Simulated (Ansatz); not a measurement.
# Worked example: SiH(CH3)(NH2)2 + SiH3Cl → Si(CH3)(NH2)2(SiH3) + HCl

Species: SiH(CH3)(NH2)2, singlet; SiH3Cl (chlorosilane) `[SiH3]Cl`, singlet; Si(CH3)(NH2)2(SiH3), singlet; HCl (hydrogen chloride), singlet. The partners trade H for SiH3: Si–H and Cl–SiH3 bonds give way to Si–SiH3 and Cl–H.

Shapes, held fixed at every level: PBE0-D4/def2-TZVP. Flexible molecules stand in one conformer, not always the lowest. Programs: Ansatz 0.2.0. Electronic energies: no zero-point or thermal term.

At CCSD(T)/CBS estimate; 1 Eh = 2625.50 kJ/mol:

```
            species  energy (Eh)
     SiH(CH3)(NH2)2  -441.433387
             SiH3Cl  -750.696358
Si(CH3)(NH2)2(SiH3)  -731.710430
                HCl  -460.381270
```

Q: Work out ΔE of the reaction at this level.

A: 
1. Products less reactants: (-731.710430) + (-460.381270) − [(-441.433387) + (-750.696358)] = 0.038045 Eh = +99.9 kJ/mol.

Other levels give +88.0 (PBE0-D4/def2-TZVPP) to +126.4 kJ/mol (HF/def2-TZVPP). No measured value is set beside it here. The CBS estimate extrapolates MP2 from def2-TZVPP and def2-QZVPP and adds CCSD(T) − MP2 in the triple-zeta set, cores frozen.
